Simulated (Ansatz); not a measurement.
Single points on WO₂F₂.

```yaml
crystal:
  periodic: [false, false, false]
  atoms:
    - {symbol: W, position_ang: [-0.016628, 0.000072, -0.011606]}
    - {symbol: O, position_ang: [0.051518, -0.016046, 1.701813]}
    - {symbol: O, position_ang: [1.615539, 0.009480, -0.537610]}
    - {symbol: F, position_ang: [-0.829533, 1.594769, -0.561177]}
    - {symbol: F, position_ang: [-0.820906, -1.588275, -0.591421]}
basis:
  gaussian: {orbitals: def2-SVP, initial_orbitals: start.molden}
hamiltonian: {xc: pbe, dispersion: d4}
scf: {omitted_lower_state_checks: [starts]}
output: {orbitals: {seedname: orbitals}}
```

The file start.molden holds the orbitals of an earlier run on this structure, at another level or in another basis.

```sh
$ ansatz run in.yaml --threads 4 --pin off --events-out ev --progress --plain --max-ram 3916MiB
```

Output, abridged:

```
Functional definition: PBE
889 factors; their error is unknown
mean field evaluation 1: about -11343.7897 eV, gradient 2.1e1 eV
mean field evaluation 2: about -11344.3538 eV, gradient 5.6e-1 eV
mean field evaluation 4: about -11344.3047 eV, gradient 1.4e-1 eV
mean field -11344.30467674 eV, -416.8955074243 hartree, gradient 3.1e-5 eV, S^2 0.000000; 0 other end points of the search recorded, 0 dependent functions left out
reference -11344.30474093 eV, -416.8955097833 hartree; 24, 24 occupied and 64, 64 virtual orbitals, 889 factors
Total energy: -11344.41134698 eV, -416.8994274832 hartree
Checks for a lower state left out: starts
```

Hardware: 4 threads of Arm Neoverse V2 on a shared host. Wall time 0.65 s.

The first input with `gaussian: {orbitals: def2-TZVP, initial_orbitals: start.molden}`, `hamiltonian: {xc: {name: wB97M-V}}` (abridged; 4.6 s):

```
Functional definition: wB97M-V
mean field -11358.75776647 eV, -417.4266486753 hartree, gradient 1.8e-5 eV, S^2 0.000000
Total energy: -11358.75781260 eV, -417.4266503704 hartree
Checks for a lower state left out: starts
```

First input, but with `gaussian: {orbitals: def2-TZVP, initial_orbitals: start.molden}`, `hamiltonian: {xc: hse06, dispersion: d4}` (abridged; 1.4 s):

```
Functional definition: HSE06
mean field -11353.45746967 eV, -417.2318663604 hartree, gradient 4.9e-5 eV, S^2 0.000000
Total energy: -11353.54170736 eV, -417.2349620385 hartree
Checks for a lower state left out: starts
```

The first input with `gaussian: {orbitals: def2-TZVP, initial_orbitals: start.molden}`, `hamiltonian: {xc: {name: B97M-V}}` (abridged; 4.6 s):

```
Functional definition: B97M-V
mean field -11360.78578845 eV, -417.5011771082 hartree, gradient 1.5e-5 eV, S^2 0.000000
Total energy: -11360.78584311 eV, -417.5011791170 hartree
Checks for a lower state left out: starts
```

First input, but with `gaussian: {orbitals: def2-TZVP, initial_orbitals: start.molden}`, `hamiltonian: {xc: {name: r2SCANh}, dispersion: d4}` (abridged; 2.6 s):

```
Functional definition: r2SCANh
mean field -11359.54058063 eV, -417.4554165651 hartree, gradient 1.3e-5 eV, S^2 0.000000
Total energy: -11359.56620397 eV, -417.4563582053 hartree
Checks for a lower state left out: starts
```

First input, but with `gaussian: {orbitals: def2-TZVP, initial_orbitals: start.molden}`, `hamiltonian: {xc: {name: LC-wPBE}}`, `output: {forces: true, orbitals: {seedname: orbitals}}` (abridged; 1.6 s):

```
Functional definition: LC-wPBE
mean field -11358.45088831 eV, -417.4153711109 hartree, gradient 1.1e-5 eV, S^2 0.000000
Total energy: -11358.45088832 eV, -417.4153711111 hartree
Atom 0 force     1.819186    -0.007302     1.269941 eV/Å
Atom 1 force    -0.233238     0.020026    -2.164792 eV/Å
Atom 2 force    -2.113201    -0.010674     0.526587 eV/Å
Atom 3 force     0.265768    -0.785385     0.176701 eV/Å
Atom 4 force     0.261485     0.783334     0.191562 eV/Å
Dipole moment:    -0.336112     0.001334    -0.234708 e Å
Checks for a lower state left out: starts
```

First input, but with `gaussian: {orbitals: def2-TZVP, initial_orbitals: start.molden}`, `hamiltonian: {xc: r2scan, dispersion: d4}` (abridged; 2.2 s):

```
Functional definition: r2SCAN
mean field -11361.14586591 eV, -417.5144097108 hartree, gradient 1.6e-5 eV, S^2 0.000000
Total energy: -11361.16958232 eV, -417.5152812729 hartree
Checks for a lower state left out: starts
```

Geometry: PBE-D4/def2-SVP.

In the def2 sets W takes a core potential; there is no spin–orbit coupling. LC-ωPBE has ω = 0.4 bohr⁻¹. HSE06 is defined as in plane-wave codes, on full-range PBE exchange.
